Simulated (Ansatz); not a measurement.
Geometry optimisation, UKS r2SCAN-D4/def2-SVP (Ansatz 0.2.0).

input.yaml

```yaml
crystal:
  periodic: [false, false, false]
  atoms:
    - { symbol: B, position_ang: [-0.064866, 0.267759, 0.118596] }
    - { symbol: F, position_ang: [-0.287974, 1.046186, 1.182036] }
    - { symbol: O, position_ang: [1.234829, 0.029971, -0.201831] }
    - { symbol: H, position_ang: [1.349614, -0.552087, -0.959553] }
    - { symbol: "N", position_ang: [-1.190845, -0.177248, -0.610173] }
    - { symbol: H, position_ang: [-2.129435, 0.054287, -0.30968] }
    - { symbol: H, position_ang: [-1.153998, -0.70829, -1.469369] }
    - { symbol: F, position_ang: [0.039774, -0.912478, 2.410073] }
magnetization:
  spin_polarized: true
  initial_magnetization: 1
basis:
  gaussian: { orbitals: def2-SVP }
hamiltonian:
  xc: r2scan
  dispersion: d4
relax:
  f_tol: 0.03
  max_steps: 50
```

Command:

```bash
$ ansatz run input.yaml --threads 4 --pin off --max-ram 5120MiB --backend cpu --events-out ev --progress --plain --runs-dir out
```

Where does it end, and by what steps?

The forces met the threshold. After 4 steps the energy has fallen by 0.024 eV; F8 moved furthest, 0.17 Å.

```csv
step,energy less start (eV),largest force component (eV/Å),accepted
0,0.0000,0.461,yes
1,-0.0098,0.306,yes
2,0.0206,0.491,no
3,-0.0226,0.120,yes
4,-0.0241,0.025,yes
```

```xyz
8
Properties=species:S:1:pos:R:3
B -0.038 0.243 0.114
F -0.243 0.993 1.230
O 1.258 0.033 -0.233
H 1.366 -0.516 -1.015
N -1.178 -0.174 -0.599
H -2.108 0.005 -0.242
H -1.161 -0.708 -1.456
F -0.099 -0.828 2.361
```

Whether the end is a true minimum wasn't checked by a vibrational analysis.

The run took 28 s on 4 threads of Arm Neoverse V1 (shared host), peak memory 0.24 GiB.
